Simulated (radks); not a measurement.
Results of a calculation; reference values are marked as such.
Radial electron density D(r) = 4 pi r^2 rho(r) of an atom or ion with 5 electrons. Level of theory: scalar-relativistic Kohn-Sham, r2SCAN, spin-polarised, spherical densities, finite nucleus; meta-GGA in the generalised Kohn-Sham scheme; Fermi nuclear charge, rms radius of each element as measured or else 0.836 A^(1/3) + 0.57 fm (a radial shooting solver on a logarithmic mesh with Libxc functionals).

r (bohr),D(r) (e/bohr),spin D(r)
0.003256,0.4119,0.00000771
0.003946,0.5889,0.0000139
0.004819,0.8502,0.0000265
0.005839,1.202,0.0000507
0.007075,1.687,0.0000990
0.008573,2.347,0.000197
0.01047,3.272,0.000406
0.01269,4.441,0.000818
0.01537,5.933,0.00165
0.01863,7.773,0.00332
0.02275,10.04,0.00681
0.02757,12.48,0.0134
0.0334,14.97,0.0261
0.04047,17.22,0.0499
0.04943,18.88,0.0955
0.0599,19.35,0.173
0.07258,18.43,0.304
0.08794,16.11,0.511
0.1074,12.71,0.834
0.1301,9.425,1.26
0.1577,7.149,1.78
0.1911,6.489,2.32
0.2334,7.242,2.73
0.2828,8.247,2.83
0.3426,8.277,2.52
0.4151,6.810,1.87
0.5071,4.292,1.09
0.6144,2.057,0.492
0.7444,0.7037,0.161
0.902,0.1613,0.0361
1.102,0.02091,0.00465
1.335,0.001641,0.000370

What is the nuclear charge?

Answer. Z = 17. The innermost maximum, from 1s, lies near gamma/Z bohr with gamma = sqrt(1 - (Z/c)^2) = 0.992, here 0.0584 bohr (found: 0.0585), and its height grows with Z. The density is that of the chlorine ion Cl12+ in [He] 2s2 2p1; the configuration itself is not fixed sharply by these data, and Z only to about a unit. D(r) has 2 maxima, at r = 0.0585, 0.314 bohr, and minima at 0.188 bohr, inside which lie 2.17 electrons.
